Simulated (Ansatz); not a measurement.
`CO[Si](Cl)(Cl)N(C)C` + H₂S → `CO[Si](S)(Cl)Cl` + `CNC`  (ligand exchange at the Si–N bond)

Calculated with Ansatz (gas phase, PBE0-D4/def2-TZVP geometries, no zero-point term in ΔE). CCSD(T)/CBS is the MP2 limit (def2-TZVPP, def2-QZVPP) plus CCSD(T) − MP2 in def2-TZVPP, frozen cores. This one scheme is used for every species. Functionals use def2-TZVPP. B3LYP here is the variant with VWN-RPA as its local correlation; programs differ in this. One conformer a species, not always the lowest.

| level | ΔE (kJ/mol) | difference from CCSD(T)/CBS |
| --- | --- | --- |
| PBE-D4 | 6.6 | -10.9 |
| r2SCAN-D4 | 12.4 | -5.1 |
| PBE0-D4 | 10.0 | -7.5 |
| B3LYP-D4 | 17.5 | 0.0 |
| ωB97X-V | 16.8 | -0.7 |
| ωB97M-V | 17.8 | 0.3 |
| B2PLYP | 13.0 | -4.5 |
| PBE | -0.4 | -17.9 |
| r2SCAN | 9.5 | -8.0 |
| PBE0 | 3.5 | -14.0 |
| B3LYP | 7.3 | -10.2 |
| HF/def2-TZVPP | 13.3 | -4.2 |
| MP2/def2-TZVPP | 20.3 | 2.8 |
| SCS-MP2/def2-TZVPP | 20.0 | 2.5 |
| CCSD/def2-TZVPP | 21.6 | 4.1 |
| CCSD(T)/def2-TZVPP | 21.9 | 4.4 |
| HF/def2-QZVPP | 13.9 | -3.6 |
| MP2/def2-QZVPP | 18.0 | 0.5 |
| SCS-MP2/def2-QZVPP | 17.7 | 0.2 |
| HF/CBS(def2) | 14.0 | -3.5 |
| MP2/CBS(def2) | 15.9 | -1.6 |
| CCSD/CBS(def2) | 17.3 | -0.2 |
| CCSD(T)/CBS | 17.5 | 0 |

Largest T1 diagnostic among the species: 0.011.

From PBE to PBE0 (25 % exact exchange), in def2-TZVPP and without D4, ΔE moves by +3.9 kJ/mol. In def2-TZVPP, CCSD(T) changes the Hartree–Fock value by +8.6 kJ/mol (the triples alone add +0.2 kJ/mol) and MP2 by +7.0 kJ/mol.
